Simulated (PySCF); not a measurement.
BH2Br, SMILES BBr. Coordinates come from a B3LYP-D3(BJ)/def2-TZVP optimisation.

Computed equilibrium geometry at B3LYP-D3(BJ)/def2-TZVP (PySCF confirms it by a frequency run) as a Z-matrix, and its point group:
point group C2v.
```
B
H 1 1.1835
H 1 1.1835 2 124.46
Br 1 1.9031 2 117.77 3 180.00
```
